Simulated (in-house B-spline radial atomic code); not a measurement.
**Ionising Sr8+ with different functionals**

Computed with an all-electron radial atomic-structure program (B-spline basis): scalar-relativistic (spin-free X2C) Hamiltonian, Fermi nucleus of rms radius 4.224 fm, spin-polarised at highest spin, spherical fractional occupations for the functionals, the average over the highest-spin determinants for Hartree-Fock. The ionisation energy is the difference of two self-consistent energies, [Ar] 3d10 4s2 → [Ar] 3d10 4s1, without Breit or QED terms; ε is the level of the shell that loses the electron (its least bound occupied spin orbital). There is no spin-orbit coupling in this Hamiltonian.

```json
{"method": "Hartree-Fock", "rung": "Hartree-Fock", "ΔSCF (eV)": "156.07", "-ε(4s) (eV)": "156.29"}
{"method": "HF fractional", "rung": "Hartree-Fock", "ΔSCF (eV)": "156.07", "-ε(4s) (eV)": "156.29"}
{"method": "LDA VWN5", "rung": "LDA", "ΔSCF (eV)": "159.64", "-ε(4s) (eV)": "151.15"}
{"method": "LDA PW92", "rung": "LDA", "ΔSCF (eV)": "?", "-ε(4s) (eV)": "?"}
{"method": "LDA exchange-only", "rung": "LDA", "ΔSCF (eV)": "157.67", "-ε(4s) (eV)": "149.42"}
{"method": "PBE", "rung": "GGA", "ΔSCF (eV)": "159.20", "-ε(4s) (eV)": "150.58"}
{"method": "PBEsol", "rung": "GGA", "ΔSCF (eV)": "158.92", "-ε(4s) (eV)": "150.56"}
{"method": "BLYP", "rung": "GGA", "ΔSCF (eV)": "159.44", "-ε(4s) (eV)": "150.79"}
{"method": "RPBE", "rung": "GGA", "ΔSCF (eV)": "158.91", "-ε(4s) (eV)": "150.25"}
{"method": "PW91", "rung": "GGA", "ΔSCF (eV)": "159.36", "-ε(4s) (eV)": "150.78"}
{"method": "BP86", "rung": "GGA", "ΔSCF (eV)": "159.14", "-ε(4s) (eV)": "150.81"}
{"method": "AM05", "rung": "GGA", "ΔSCF (eV)": "158.80", "-ε(4s) (eV)": "150.53"}
{"method": "OLYP", "rung": "GGA", "ΔSCF (eV)": "158.60", "-ε(4s) (eV)": "150.03"}
{"method": "TPSS", "rung": "meta-GGA", "ΔSCF (eV)": "158.56", "-ε(4s) (eV)": "150.37"}
{"method": "SCAN", "rung": "meta-GGA", "ΔSCF (eV)": "158.32", "-ε(4s) (eV)": "151.03"}
{"method": "r2SCAN", "rung": "meta-GGA", "ΔSCF (eV)": "158.14", "-ε(4s) (eV)": "150.80"}
{"method": "revTPSS", "rung": "meta-GGA", "ΔSCF (eV)": "158.31", "-ε(4s) (eV)": "150.27"}
{"method": "PBE0", "rung": "global hybrid", "ΔSCF (eV)": "158.64", "-ε(4s) (eV)": "152.27"}
{"method": "B3LYP", "rung": "global hybrid", "ΔSCF (eV)": "159.22", "-ε(4s) (eV)": "152.33"}
{"method": "TPSSh", "rung": "global hybrid", "ΔSCF (eV)": "158.41", "-ε(4s) (eV)": "151.07"}
{"method": "BHandHLYP", "rung": "global hybrid", "ΔSCF (eV)": "158.47", "-ε(4s) (eV)": "154.13"}
{"method": "r2SCAN0", "rung": "global hybrid", "ΔSCF (eV)": "157.95", "-ε(4s) (eV)": "152.49"}
{"method": "B97-1", "rung": "global hybrid", "ΔSCF (eV)": "?", "-ε(4s) (eV)": "?"}
{"method": "HSE06", "rung": "range-separated hybrid", "ΔSCF (eV)": "158.73", "-ε(4s) (eV)": "152.07"}
{"method": "wB97X", "rung": "range-separated hybrid", "ΔSCF (eV)": "158.14", "-ε(4s) (eV)": "155.32"}
{"method": "CAM-B3LYP", "rung": "range-separated hybrid", "ΔSCF (eV)": "159.22", "-ε(4s) (eV)": "154.27"}
{"method": "LC-wPBE", "rung": "range-separated hybrid", "ΔSCF (eV)": "159.06", "-ε(4s) (eV)": "155.81"}
```

What does B97-1 give?

ΔSCF 159.00 eV, and -ε(4s) = 151.89 eV.

What does LDA PW92 give?

ΔSCF 159.64 eV, and -ε(4s) = 151.14 eV.

Among the functionals, which spreads more, the ΔSCF values or the orbital energies?

The orbital energies: ΔSCF values span about 1.97 eV and the orbital energies 6.39 eV.

How do they compare with the NIST value?

NIST lists 158.3 eV ± 0.25 (semi-empirical, ground level to ground level). Errors run from -2.26 to +1.31 eV; SCAN is closest (-0.01 eV), though others lie within the uncertainty of it, and part of that can be cancellation, since the calculations leave out Breit-QED terms. Hartree-Fock also lacks correlation.
